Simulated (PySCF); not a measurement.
CH₃OS, SMILES C[S]=O, multiplicity 2. Geometry optimised at r2SCAN-D4/def2-TZVP. The isomer is the one that the SMILES or the coordinates give; other isomers of the formula were not compared.

Computed equilibrium geometry at r2SCAN-D4/def2-TZVP (PySCF confirms it by a frequency run) as bond lengths and angles, and its point group:
point group Cs.
Atoms: C1 S2 O3 H4 H5 H6. Bonded distances (Å): C1–S2 1.805, C1–H4 1.091, C1–H5 1.092, C1–H6 1.091, S2–O3 1.500. Angles (°): S2–C1–H4 109.2, S2–C1–H5 108.0, S2–C1–H6 109.2, H4–C1–H5 110.2, H4–C1–H6 109.9, H5–C1–H6 110.2, C1–S2–O3 106.5.
Charge 0, spin multiplicity 2.
